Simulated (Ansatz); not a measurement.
Isolated molecules relaxed with PBE0-D4/def2-TZVP in Ansatz; ΔE leaves out vibrations. CCSD(T)/CBS adds triple-zeta CCSD(T) − MP2 to the extrapolated MP2 energy (def2 sets, frozen cores). DFT in def2-TZVPP. For Ge outer-core shells are correlated without core-valence functions, which leaves a few kJ/mol of doubt a bond. Scalar relativity is left out up to krypton.

Reaction (redistribution): `[GeH3][O][GeH3]` + `[CH3][Ge]([F])([F])[F]` → `[F][Ge]([F])([F])[GeH3]` + `C[O][GeH3]`

`[GeH3][O][GeH3]`:

```xyz
9

Ge   -0.733    0.024   -1.412
O     0.579   -0.494   -0.337
Ge    0.800   -0.081    1.373
H    -2.079   -0.467   -0.843
H    -0.435   -0.619   -2.771
H    -0.733    1.562   -1.508
H     2.087   -0.792    1.809
H    -0.416   -0.580    2.178
H     0.931    1.448    1.513
```

`[CH3][Ge]([F])([F])[F]`:

```xyz
8

C    -0.608    0.534    0.707
Ge    0.473   -0.416   -0.550
F     1.697   -1.361    0.189
F    -0.420   -1.506   -1.524
F     1.293    0.612   -1.649
H    -1.102   -0.179    1.366
H     0.024    1.200    1.293
H    -1.356    1.116    0.169
```

`[F][Ge]([F])([F])[GeH3]`:

Cartesian coordinates in Å:
```
F 2.391 0.201 -0.036
Ge 0.827 0.105 -0.744
F 0.930 -1.200 -1.858
F 0.704 1.511 -1.726
Ge -0.964 -0.123 0.867
H -0.704 -1.411 1.648
H -0.913 1.109 1.772
H -2.271 -0.192 0.077
```

`C[O][GeH3]`:

Z-matrix (Å, degrees):
```
C
O 1 1.406
H 1 1.099 2 112.2
H 1 1.093 2 108.1 3 119.0
H 1 1.099 2 112.2 3 -122.0
Ge 2 1.779 1 117.8 3 61.0
H 6 1.542 2 108.9 1 -59.8
H 6 1.531 2 104.9 1 -180.0
H 6 1.542 2 108.9 1 59.9
```

Is it downhill or uphill in electronic energy at CCSD(T)/CBS, and by how much? (Best estimate.)

Ansatz gave: Uphill: ΔE = +1.10 eV.

What do these levels give: BLYP-D4, PBE0-D4, CAM-B3LYP-D4, BLYP, MP2/def2-SVP, CCSD(T)/def2-TZVPP? (An estimate is asked.)

Computed: BLYP-D4 0.85, PBE0-D4 0.93, CAM-B3LYP-D4 0.99, BLYP 0.83, MP2/def2-SVP 1.17, CCSD(T)/def2-TZVPP 1.12 eV.

Largest T1 diagnostic among the species: 0.013.

Leaving LDA and LC-ωPBE aside and taking each functional with its dispersion term where it has one, the values, not all of them listed here, spread over 0.27 eV, from PBE-D4 to PBE-QIDH. From PBE to PBE0 (25 % exact exchange), in def2-TZVPP and without D4, ΔE moves by +0.10 eV.
